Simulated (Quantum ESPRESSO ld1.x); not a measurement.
Values are calculated unless marked as measured or tabulated.
Species: Mo5+. Configuration: [Kr] 4d1. Code: ld1.x of Quantum ESPRESSO 7.5. Model: scalar-relativistic Kohn-Sham, LDA (Slater exchange, Perdew-Zunger correlation), spin-polarised, spherical densities, point nucleus; open shells are filled with parallel spins first. Some entries of the table are withheld. Estimate them.

orbital  occ.  eigenvalue (eV)  <r^2> (bohr^2)  r(max) (bohr)
1s up       1         -19861.9        0.001672        0.02290
1s down     1         -19861.9        0.001672        0.02290
2s up       1         -2863.95         0.02791         0.1298
2s down     1         -2863.78         0.02791         0.1298
2p up       3         -2569.30         0.02195         0.1036
2p down     3         -2569.17         0.02195         0.1036
3s up       1         -541.957          0.2113         0.3840
3s down     1         -541.841          0.2113         0.3840
3p up       3         -445.427          0.2161         0.3772
3p down     3         -445.299          0.2160         0.3772
3d up       5         -287.977          0.2069         0.3216
3d down     5         -287.805          0.2068         0.3216
4s up       1         -127.901           1.307         0.9774
4s down     1         -127.104           1.305         0.9763
4p up       3              (1)           1.565          1.049
4p down     3              (2)           1.562          1.048
4d up       1         -61.3999           2.400          1.243
4d down     0         -60.5197           2.407          1.241

Answer. 
(1) 4p up eigenvalue (eV): -100.932
(2) 4p down eigenvalue (eV): -100.089
